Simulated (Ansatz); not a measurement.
Consider the redistribution: `N[SiH2][SiH2]N` + `C=[N][InH2]` → `N[SiH2][InH2]` + `C=N[SiH2]N`.

Calculated with Ansatz (gas phase, PBE0-D4/def2-TZVP geometries, no zero-point term in ΔE). CCSD(T)/CBS is the MP2 limit (def2-TZVPP, def2-QZVPP) plus CCSD(T) − MP2 in def2-TZVPP, frozen cores. DFT in def2-TZVPP. B3LYP here is the variant with VWN-RPA as its local correlation; programs differ in this. HSE06 is defined as in plane-wave codes. def2 core potentials past Kr. For In outer-core shells are correlated without core-valence functions, which leaves a few kJ/mol of doubt a bond. One conformer a species, not always the lowest.

`N[SiH2][SiH2]N`:

Cartesian coordinates in Å:
```
N -1.829 -0.115 0.300
Si -0.704 1.190 0.146
Si 1.350 0.138 -0.300
N 1.020 -1.548 -0.107
H -1.772 -0.864 -0.374
H -2.788 0.069 0.551
H -1.021 2.203 -0.910
H -0.695 1.936 1.435
H 2.431 0.695 0.574
H 1.810 0.355 -1.701
H 0.462 -1.828 0.685
H 1.736 -2.231 -0.300
```

`C=[N][InH2]`:

Cartesian coordinates in Å:
```
C 0.580 -1.288 0.206
N 0.980 -0.094 0.233
In -0.445 1.375 -0.179
H 1.283 -2.110 0.415
H -0.451 -1.622 -0.016
H -2.016 0.731 -0.512
H 0.069 3.008 -0.147
```

`N[SiH2][InH2]`:

Cartesian coordinates in Å:
```
N 0.320 1.411 0.915
Si -0.562 0.560 -0.304
In 0.441 -1.793 -0.573
H 0.601 0.924 1.751
H 0.098 2.373 1.120
H -0.456 1.348 -1.565
H -2.036 0.433 -0.050
H 1.400 -2.496 0.692
H 0.194 -2.759 -1.987
```

`C=N[SiH2]N`:

Z-matrix (Å, degrees):
```
Si
N 1 1.750
N 1 1.708 2 114.0
H 1 1.493 2 109.5 3 120.4
H 1 1.482 2 105.7 3 -118.9
C 2 1.257 1 123.1 3 -123.4
H 3 1.007 1 120.1 2 76.0
H 3 1.007 1 120.3 2 -69.0
H 6 1.097 2 120.7 1 -179.8
H 6 1.104 2 124.1 1 0.2
```

```tsv
level	ΔE (kJ/mol)	difference from CCSD(T)/CBS
PBE-D4	-74.0	6.0
revPBE-D4	-70.6	9.4
r2SCAN-D4	-80.7	-0.7
B97M-V	-79.2	0.8
PBE0-D4	-80.8	-0.8
B3LYP-D4	-81.4	-1.4
r2SCANh-D4	-83.1	-3.1
r2SCAN0-D4	-86.5	-6.5
HSE06-D4	-80.9	-0.9
BHLYP-D4	-88.6	-8.6
CAM-B3LYP-D4	-84.9	-4.9
ωB97X-V	-80.0	0.0
ωB97M-V	-87.7	-7.7
B2PLYP	-83.6	-3.6
PBE	-76.3	3.7
revPBE	-75.0	5.0
BLYP	-79.7	0.3
r2SCAN	-81.3	-1.3
B3LYP	-85.1	-5.1
r2SCANh	-83.8	-3.8
r2SCAN0	-87.2	-7.2
HSE06	-82.7	-2.7
BHLYP	-91.3	-11.3
CAM-B3LYP	-87.0	-7.0
LC-ωPBE	-82.6	-2.6
RPA@PBE/def2-TZVPP	-74.8	5.2
HF/def2-SVP	-93.3	-13.3
MP2/def2-SVP	-75.4	4.6
CCSD/def2-SVP	-78.5	1.5
CCSD(T)/def2-SVP	-75.7	4.3
HF/def2-TZVPP	-95.1	-15.1
MP2/def2-TZVPP	-83.8	-3.8
SCS-MP2/def2-TZVPP	-83.2	-3.2
CCSD/def2-TZVPP	-83.7	-3.7
CCSD(T)/def2-TZVPP	-80.0	0.0
HF/def2-QZVPP	-95.7	-15.7
SCS-MP2/def2-QZVPP	-83.5	-3.5
HF/CBS(def2)	-95.8	-15.8
MP2/CBS(def2)	-83.8	-3.8
CCSD/CBS(def2)	-83.8	-3.8
CCSD(T)/CBS	-80.0	0
```

(1) What do rigid-rotor, harmonic-oscillator terms from PBE0-D4/def2-TZVP frequencies (298.15 K, 1 bar) make of the CCSD(T)/CBS value? (An estimate is asked.)

Largest T1 diagnostic among the species: 0.015.

Results:

(1) Computed: ΔZPE = +2.7 kJ/mol, ΔH = -77.5 kJ/mol, ΔS = 2 J/(mol·K), ΔG = -78.2 kJ/mol. Modes under 50 cm⁻¹ make the entropy rough.

From BLYP to BHLYP (50 % exact exchange), in def2-TZVPP and without D4, ΔE moves by −11.6 kJ/mol. At CCSD(T), def2-SVP lies +4.3 kJ/mol from the extrapolated value and def2-TZVPP +0.0 kJ/mol.

CCSD(T)/CBS has its own doubt, a few kJ/mol and more with outer-core shells, so smaller differences from it don't rank the levels.
